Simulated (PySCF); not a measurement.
Compound: C₅H₅ClO₂.
Z-matrix (Å and degrees, PBE0-D3(BJ)/def2-SVP geometry), rows numbered from 1:
```
C 
O   1  1.4184
C   2  1.3340  1  115.44
O   3  1.2014  2  124.74  1     0.14
C   3  1.4684  2  110.92  1   179.93
C   5  1.3069  3  150.71  2     6.64
C   5  1.4680  3  145.09  2   177.76
Cl  7  1.7909  5  119.97  6   106.01
H   1  1.0999  2  110.83  3   -58.06
H   1  1.1001  2  110.70  3    62.17
H   1  1.0957  2  106.26  3  -178.05
H   6  1.0873  5  150.42  7  -175.19
H   7  1.0965  5  123.03  6  -108.87
```

Computed with PySCF at wB97X-D/def2-SVPD, non-relativistic, on one gas-phase PBE0-D3(BJ)/def2-SVP geometry that isn't relaxed in the solvent. The solvent is an IEF-PCM continuum (cavity from Bondi-type radii × 1.2). The model holds no explicit solvent molecules, cavitation or dispersion.

Gas phase at wB97X-D/def2-SVPD: HOMO -9.99 eV, LUMO -0.29 eV, dipole 4.04 D.

What does the continuum do to the energy, the frontier levels and the dipole at wB97X-D/def2-SVPD in dichloromethane and methanol?

| solvent | ε | E(solvent) − E(gas) (kcal/mol) | polarisation term (kcal/mol) | distortion of the solute (kcal/mol) | HOMO (eV) | LUMO (eV) | dipole (D) |
| --- | --- | --- | --- | --- | --- | --- | --- |
| dichloromethane | 8.93 | -6.53 | -7.62 | 1.09 | -10.13 | -0.22 | 5.10 |
| methanol | 32.61 | -7.50 | -8.95 | 1.45 | -10.16 | -0.21 | 5.27 |

The first energy column is the sum of the next two and covers electrostatics alone. From dichloromethane to methanol the lowering changes by a factor 1.15, Onsager's factor (ε − 1)/(2ε + 1) by 1.14 and ε itself by 3.7.

Which radius a makes the point-dipole formula ΔE = −[(ε − 1)/(2ε + 1)]·μ²/a³ give the value in methanol, with the gas-phase dipole?

μ = 1.590 au and |ΔE| = 0.01195 Eh give a = 2.46 Å; the farthest nucleus lies 3.62 Å from the centroid of the nuclei, so such a sphere wouldn't even hold the nuclei. The formula assumes a rigid point dipole at the centre of a sphere.

How does the static polarisability (wB97X-D/def2-SVPD, frozen core, with the continuum's full static response) change?

| medium | isotropic (au) | principal values (au) | ⟨r²⟩ of the electrons (bohr²) |
| --- | --- | --- | --- |
| gas | 79.6 | 60.0, 77.5, 101.3 | 1450.2 |
| dichloromethane | 100.7 | 77.2, 102.2, 122.7 | 1449.5 |
| methanol | 104.6 | 80.9, 107.0, 125.9 | 1449.3 |

The isotropic value in methanol is 1.31 times the gas-phase one; no cavity-field correction is applied. ⟨r²⟩ is taken about the centre of nuclear charge.

Time: 39 s; peak memory 0.97 GiB. Hardware: one thread, Intel Xeon Platinum 8488C (x86_64), shared host with 96 logical CPUs at a one-minute load of 56. This is the whole response run at wB97X-D/def2-SVPD in methanol, SCF included.

The pairwise dispersion term of wB97X-D wasn't added to the energies; at a given geometry it leaves orbitals and properties as they are.
